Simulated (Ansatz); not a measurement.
```xyz
11

C     0.4360    0.8025   -1.1542
C     0.3261   -0.6531   -0.8134
S     0.7543   -1.8284   -1.8765
N    -0.1511   -0.9368    0.4280
Al   -0.7025    0.0950    1.8096
H    -0.5449    1.2848   -1.0989
H     1.0866    1.3180   -0.4410
H     0.8365    0.9254   -2.1559
H    -0.1878   -1.9430    0.5572
H    -1.1805   -0.7290    3.0661
H    -0.6727    1.6644    1.6790
```

Charge 0, multiplicity 1.

Question: List the r2SCAN/def2-TZVPP orbital energies in eV (Ansatz). (Estimate.)

Answer: The calculation gave: Occupied: -2407.93, -1517.57, -386.02, -275.66, -273.38, -212.38, -156.45, -156.40, -156.23, -111.10, -71.45, -71.22, -71.19, -24.51, -20.03, -18.21, -14.81, -12.49, -11.74, -11.39, -10.12, -9.98, -8.98, -8.59, -8.13, -6.20, -5.17. Lowest empty: -2.57, -1.12, -0.13, 0.39, 1.42, 1.63, 2.11, 2.40.
